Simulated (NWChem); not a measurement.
## H4AlN

SMILES: [NH2][AlH2]
```xyz
6

Al     0.0000     0.0000    -0.6574
H     -1.4182     0.0000    -1.3946
H      1.4182     0.0000    -1.3946
N      0.0000     0.0000     1.1285
H     -0.8364     0.0000     1.7180
H      0.8364     0.0000     1.7180
```
Charge 0, spin multiplicity 1.

Program: NWChem. Structure: optimised with PBE/def2-SVP, a minimum by its harmonic frequencies. It is one conformer; others weren't searched.

Symmetry labels belong to the abelian group C2v used in the runs, with the axes of the coordinates shown.

The structure started from a generated list of species.

Task: List the lowest 4 singlet excitations that TD-LDA (SVWN5)/aug-cc-pVDZ gives, with oscillator strengths.

Result: 
| state | symmetry | energy (eV) | wavelength (nm) | f |
|---|---|---|---|---|
| 1 | a1 | 5.36 | 231 | 0.088 |
| 2 | a2 | 5.50 | 225 | 0.000 |
| 3 | b2 | 5.63 | 220 | 0.072 |
| 4 | b1 | 6.26 | 198 | 0.002 |
